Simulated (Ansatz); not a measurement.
Ideal-gas functions of C$_{2}$H$_{4}$FOSb, SMILES `C=C[O][SbH][F]` at 600 K and 1 bar, from an Ansatz frequency run at PBE0-D4/def2-TZVP.

Molar mass 184.81 g/mol, point group C1 (symmetry number 1), electronic degeneracy 1, moments of inertia 73.666, 342.234, 395.436 u Å². Harmonic wavenumbers (cm⁻¹, unscaled): 36, 75, 169, 229, 365, 611, 642, 685, 700, 718, 871, 978, 1000, 1196, 1352, 1421, 1710, 1907, 3136, 3182, 3278.

Use S(trans) = R[1.5 ln M + 2.5 ln T − 1.1517]; rotational temperatures θ = 24.2544 K / I; S(rot) = R[ln(√π/σ · √(T³/θAθBθC)) + 1.5]; for each mode x = 1.438777 ν̃/T, S = R[x/(eˣ − 1) − ln(1 − e⁻ˣ)] and H = RT x/(eˣ − 1); 1 cm⁻¹ = 0.0119627 kJ/mol; R = 8.31446 J/(mol·K).

**Question.** By hand: the entropy, in J/(mol·K).

**Answer.** Translation 188.5. Rotation: θ = 0.3292, 0.0709, 0.0613 K, giving 124.2. Vibration, mode by mode: 28.68, 22.59, 15.88, 13.40, 9.68, 5.84, 5.50, 5.06, 4.92, 4.75, 3.55, 2.90, 2.79, 1.92, 1.43, 1.25, 0.71, 0.48, 0.04, 0.03, 0.03, in all 131.5. Electronic 0.0. Sum 444.2 J/(mol·K).

**Question.** By hand: H − E and G − E in kJ/mol, counted from the electronic energy.

**Answer.** Zero-point energy ½ × 24261 × 0.0119627 = 145.1; thermal vibration 36.9; translation, rotation and pV give 4 RT = 20.0. H − E = 202.0 kJ/mol, and G − E = 202.0 − 600 × 444.2/1000 = -64.5 kJ/mol.

Vibration gives 30 % of the entropy, 51.3 J/(mol·K) of it from the modes under 150 cm⁻¹: soft modes count most, and the harmonic formula is weakest for them. The sum counts one conformer and one mirror image; others add a mixing term.
